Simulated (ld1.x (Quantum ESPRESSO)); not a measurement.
## Au: one change to a TM potential, before and after

- Element: gold (Au)
- Generator: ld1.x (Quantum ESPRESSO) 7.5
- Type: norm-conserving Troullier–Martins (Kleinman–Bylander form)
- Functional: PBE
- Relativity: fully relativistic
- Frozen core: [Xe] 4f14
- Valence charge: 11
- Reference configuration: 5d10 6s0.75 6p0.25
- Partial waves: 6p (bound): rc 2.85 bohr; 5d (bound): rc 1.60 bohr; 6s (bound): rc 1.65 bohr
- Local potential: the s channel
- Core correction: a·sin(br)/r model core inside 1.00 bohr

Open shells are filled in proportion to 2j + 1 (rel_dist='average').

Change: wave 6s (bound): rc 1.65 bohr becomes 6s (bound): rc 1.88 bohr.

Cutoffs: the cutoffs (Ry, on a coarse ladder) from which the occupation-weighted sum of valence levels, in a spherical-Bessel basis at the reference potential, stays within 10 and 1 mRy of its value at 400 Ry; they do not see the model core or the augmentation charge, which bear on the density cutoff. Errors are all-electron minus pseudo energies relative to the spin-unpolarised reference configuration.

Problem. What does the change do?

Solution. The potential gets neither clearly harder nor softer (45 Ry and 80 Ry → 45 Ry and 70 Ry); the d channel sets the loose cutoff, while the largest relative change is in s, which becomes softer; of the 7 tests that both files solve, the error grows in 4 and shrinks in 0 by more than 15 % and 0.3 meV (median size 47.6 → 63.6 meV); neither file shows a bound ghost. More of the atom is replaced by a form fitted at one configuration, so other configurations suffer.

```csv
quantity,base,changed
"cutoff, loose",45 Ry,45 Ry
"cutoff, tight",80 Ry,70 Ry
loose cutoff by channel (10 mRy a level),"p 6 Ry, d 40 Ry, s 25 Ry","p 6 Ry, d 40 Ry, s 18 Ry"
bound ghosts,none,none
"error for 5d10 6s1 6p0, meV [ΔE -1.25 eV]",-0.1,-0.3
"error for 5d10 6s0 6p0, meV [ΔE 8.18 eV]",-5.0,-8.3
"error for 5d9 6s0 6p0, meV [ΔE 29.41 eV]",-55,-64
"error for 5d8 6s0 6p0, meV [ΔE 63.28 eV]",-307,-343
"error for 5d7 6s0 6p0, meV [ΔE 110.98 eV]",-884,-971
"error for 5d10 6s0 6p1, meV [ΔE 3.95 eV]",-0.6,-1.4
"error for 5d9 6s1 6p1, meV [ΔE 6.20 eV]",-48,-71
s: phases at 3.12 bohr within 0.05 rad from the reference energy up to (Ry; the scan ends near 5),0.7,1.6
p1/2: phases at 3.12 bohr within 0.05 rad from the reference energy up to (Ry; the scan ends near 5),3.8,2.8
p3/2: phases at 3.12 bohr within 0.05 rad from the reference energy up to (Ry; the scan ends near 5),3.0,2.6
d3/2: phases at 3.12 bohr within 0.05 rad from the reference energy up to (Ry; the scan ends near 5),1.0,0.9
d5/2: phases at 3.12 bohr within 0.05 rad from the reference energy up to (Ry; the scan ends near 5),1.1,1.0
```
